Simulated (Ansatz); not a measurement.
`C[CH2][ZnH]` → `[ZnH2]` + `C=C` at 700 K and 1 bar (β-hydride elimination).

Calculated with Ansatz (gas phase, PBE0-D4/def2-TZVP geometries, no zero-point term in ΔE). CCSD(T)/CBS adds triple-zeta CCSD(T) − MP2 to the extrapolated MP2 energy (def2 sets, frozen cores). This one scheme is used for every species. For Zn outer-core shells are correlated without core-valence functions, which leaves a few kJ/mol of doubt a bond. Scalar relativity is left out up to krypton.

```tsv
species	CCSD(T)/CBS energy (Eh)	H − E (kJ/mol)	S (J/(mol·K))
`C[CH2][ZnH]`	-1858.07157	243.2	385.1
`[ZnH2]`	-1779.54550	57.4	237.3
`C=C`	-78.48111	168.9	268.4
```

H − E and S are ideal-gas, rigid-rotor, harmonic terms from PBE0-D4/def2-TZVP. 1 Eh = 2625.50 kJ/mol, R = 8.31446 J/(mol·K).

By hand: ΔE, ΔH, ΔS and ΔG.

ΔE = (-1779.54550) + (-78.48111) − (-1858.07157) = 0.04496 Eh = 118.0 kJ/mol. Δ(H − E) = 57.4 + 168.9 − 243.2 = -16.9, so ΔH = 101.1 kJ/mol. ΔS = 237.3 + 268.4 − 385.1 = 120.6 J/(mol·K). ΔG = 101.1 − 700 × (120.6)/1000 = 16.7 kJ/mol.

By hand: the equilibrium constant, and the temperature at which ΔG would vanish if ΔH and ΔS stayed fixed.

log₁₀ K = −ΔG/(RT ln 10) = -1.2. ΔG = 0 at ΔH/ΔS = 838 K.

The number of gas molecules changes by +1, which sets the sign of ΔS. A doubt of 5 kJ/mol in ΔE shifts log₁₀ K by 0.4 here. These are equilibria of isolated gas molecules and say nothing of rates. Largest T1 diagnostic: 0.016 (customary marks: 0.02 for closed shells, 0.045 for open ones).
